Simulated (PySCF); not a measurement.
Field gradients at the hydrogen positions

C₆H₆FN.
Geometry (PBE0-D3(BJ)/def2-TZVP, Å), atoms numbered from 1 in this order:
```xyz
14
C6H6FN angstrom
N      2.328   -0.045   -0.004
C      0.939   -0.019   -0.005
C      0.249    1.192   -0.062
C     -1.135    1.227   -0.004
C     -1.834    0.044    0.112
F     -3.177    0.075    0.167
C     -1.182   -1.170    0.171
C      0.202   -1.198    0.112
H      2.771    0.752   -0.431
H      2.739   -0.912   -0.309
H      0.802    2.121   -0.148
H     -1.672    2.166   -0.049
H     -1.755   -2.085    0.260
H      0.719   -2.150    0.163
```

Level: PBE0/pcSseg-2 (PySCF, non-relativistic); Q(2H) = 0.00286 b; rigid geometry, the same for H and D, with no vibrational averaging.

Q: Give the electric field gradient Vzz (the principal value of largest size), its asymmetry and the 2H coupling at each hydrogen.

A: 
```json
{"atom": "H9", "bonded to": "N1", "bond length (Å)": "1.007", "Vzz (au)": "0.3963", "η": "0.18", "χzz (kHz)": "266"}
{"atom": "H10", "bonded to": "N1", "bond length (Å)": "1.007", "Vzz (au)": "0.3963", "η": "0.18", "χzz (kHz)": "266"}
{"atom": "H11", "bonded to": "C3", "bond length (Å)": "1.085", "Vzz (au)": "0.2953", "η": "0.09", "χzz (kHz)": "198"}
{"atom": "H12", "bonded to": "C4", "bond length (Å)": "1.083", "Vzz (au)": "0.2966", "η": "0.06", "χzz (kHz)": "199"}
{"atom": "H13", "bonded to": "C7", "bond length (Å)": "1.083", "Vzz (au)": "0.2966", "η": "0.06", "χzz (kHz)": "199"}
{"atom": "H14", "bonded to": "C8", "bond length (Å)": "1.085", "Vzz (au)": "0.2953", "η": "0.09", "χzz (kHz)": "198"}
```

Q: Average by the element that carries the hydrogen.

A: on N: 266 kHz over 2 positions, mean bond length 1.007 Å; on C: 199 kHz over 4 positions, mean bond length 1.084 Å.

Isolated species at its PBE0-D3(BJ)/def2-TZVP geometry, gas phase.
